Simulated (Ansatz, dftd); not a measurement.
System: CH3ClOSi, charge 0, singlet. CH3ClOSi (chlorosilylformaldehyde, SMILES O=C[SiH2]Cl).
B3LYP-D3(BJ)/def2-TZVP minimum from Ansatz (an electronic-structure program):
```xyz
7

O      2.2548    -0.3616     1.2121
C      1.5221     0.0146     0.3289
Si    -0.3720    -0.3018     0.4838
Cl    -1.3187     0.4627    -1.1841
H      1.9364     0.5373    -0.5627
H     -0.6079    -1.7558     0.5587
H     -0.8729     0.3837     1.6898
```

Wanted: atomisation energy (electronic, to ground-state atoms), in kcal/mol. Radicals and triplets start from unrestricted determinants; spin-orbit coupling is neglected. Cores are frozen in correlated methods. Rows without X2C or -DK are non-relativistic. CBS(X,Y): correlation extrapolated as X^-3, Hartree-Fock from the larger set. A bracket is a step between two methods taken in the basis named. The functionals are non-relativistic, so their misses hold any scalar relativity. Double hybrids freeze cores in their MP2 part. 'core' is core correlation in cc-pwCVTZ (1s frozen past Ne), 'X2C' scalar relativity in cc-pVTZ-DK, both at CCSD(T). For partners of very few electrons the exact lower level stands in for a higher one.

| level | program | atomisation energy (kcal/mol) | difference against the last row |
|---|---|---|---|
| PBE-D3(BJ)/def2-TZVPD | Ansatz + dftd3 | 608.0 | 11.0 |
| PBE-D4/def2-TZVPD | Ansatz + dftd4 | 607.8 | 10.8 |
| PBE/def2-TZVPD | Ansatz | 604.5 | 7.5 |
| wB97M-V/def2-TZVPD | Ansatz | 596.6 | -0.4 |
| B2PLYP/def2-TZVPD | Ansatz | 585.9 | -11.1 |
| CCSD(T)/cc-pV(D+d)Z | Ansatz | 542.0 | -55.0 |
| CCSD(T)/cc-pV(T+d)Z | Ansatz | 575.7 | -21.3 |
| CCSDT(Q)/cc-pV(D+d)Z | Ansatz | 542.9 | -54.1 |
| CCSD(T)/CBS(cc-pV(T+d)Z,cc-pV(Q+d)Z) + [CCSDT(Q) - CCSD(T)]/cc-pV(D+d)Z + core + X2C | Ansatz | 597.0 | 0.0 |
